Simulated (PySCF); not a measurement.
# BiN: frontier orbitals

PBE at R = 1.974 Å; Bi def2-SVPD with ECP60, N def2-SVPD; scalar-relativistic core potentials (PySCF 2.14). State: ¹Σ⁺ (singlet), closed shell. Only the outer orbitals are listed, counted within each symmetry, core potentials removing the inner ones.

```csv
orbital,occ.,ε (eV),on Bi (%),main shells (%)
5σ,2,-18.18,34,"61 N s, 30 Bi s"
6σ,2,-13.22,69,"64 Bi s, 30 N s"
7σ,2,-6.44,37,"54 N p, 34 Bi p, 8 N s"
3π,2,-6.34,46,"54 N p, 44 Bi p"
3π,2,-6.34,46,"54 N p, 44 Bi p"
4π,0,-3.52,61,"55 Bi p, 39 N p"
4π,0,-3.52,61,"55 Bi p, 39 N p"
8σ,0,-0.49,65,"37 Bi p, 21 Bi d, 19 N p"
```

Task: Which are the highest filled and the lowest empty level, where do they sit, and how wide is the gap?

Result: Highest filled 3π at -6.34 eV (in %: 54 N p, 44 Bi p); lowest empty 4π at -3.52 eV (in %: 55 Bi p, 39 N p); the gap at PBE is 2.82 eV.

```json
{
 "bond order (Mayer)": "2.83",
 "⟨S²⟩": "0.000",
 "charge on Bi (Mulliken, basis-dependent)": "0.43",
 "charge on Bi (Löwdin, basis-dependent)": "0.52",
 "dipole moment (positive dipole means Bi(−)N(+))": "-3.89 D",
 "polarisability along the bond": "66.0 bohr³",
 "polarisability across the bond": "40.2 bohr³"
}
```

These are scalar-relativistic numbers at best; spin–orbit coupling would shift them, the dissociation energy most.
